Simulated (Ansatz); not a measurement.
AlGa₂⁻, relaxed as a singlet with RKS B3LYP-D4/def2-TZVPD in Ansatz, starting from the GFN1-xTB geometry. Force threshold 0.02 eV/Å.

The restricted singlet is unstable towards broken spin symmetry at other levels; at B3LYP-D4/def2-TZVPD this wasn't settled. The structure comes from a short search, and lower isomers may exist.

Start:

Cartesian coordinates in Å:
```
Al 0.964 -0.133 0.949
Ga 0.259 -0.677 -1.332
Ga -1.223 0.810 0.384
```

Task: Estimate the energy that the relaxation releases and the steps that it takes.

Result: 1.8 kcal/mol, in 5 steps; 9.5 s on 4 threads of Arm Neoverse V1 on a shared host. No frequencies were taken in this run, so the end may be a saddle point.

Task: Does the start keep its bonding and symmetry?

Result: By distances, no bond broke or formed. The bond that changes most is Ga2–Ga3, from 2.71 to 2.51 Å (atoms count from 1). Point group C2v at the start, C2v at the end, both within 0.05 Å.

Task: Predict the relaxed structure.

Result: 
```xyz
3

Al    1.0409   -0.1443    1.0241
Ga    0.1653   -0.6157   -1.3059
Ga   -1.2062    0.7600    0.2818
```
Bond lengths (bridged metal pairs left out): 2 × Al–Ga 2.53 Å; 1 × Ga–Ga 2.51 Å.
